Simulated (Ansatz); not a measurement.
Mulliken charges of FH$_{4}$HfNO$_{2}$ (`[NH2][Hf]([OH])([OH])[F]`) from B3LYP/def2-TZVPP in Ansatz (PBE0-D4/def2-TZVP geometry).

```
atom   x (Å)   y (Å)   z (Å)  charge (e)
  N1   1.314   0.520   0.908      -0.463
 Hf2  -0.371   0.204  -0.191       1.130
  O3  -1.514  -0.950   0.837      -0.450
  O4   0.181  -0.451  -1.911      -0.451
  F5  -1.293   1.876  -0.458      -0.386
  H6   1.374   0.477   1.915       0.133
  H7   2.226   0.740   0.536       0.133
  H8  -2.172  -1.566   1.135       0.176
  H9   0.254  -0.850  -2.771       0.176
```

Question: By hand: the dipole of these point charges (1 e Å = 4.8032 D).

Answer: Σ q r = (0.212, -0.367, 0.064) e Å, of length 0.429 e Å = 2.06 D.

Question: How does the dipole of the full density compare? (An estimate is asked.)

Answer: Ansatz gave: (0.120, -0.531, -0.028) e Å, 2.62 D; the point charges give 0.79 times that, at 21° from its direction.

Point charges leave out the atoms' own dipoles, such as those of lone pairs, and Mulliken's split depends on the basis, so the two needn't agree.

B3LYP here is the variant with VWN-RPA as its local correlation; programs differ in this.
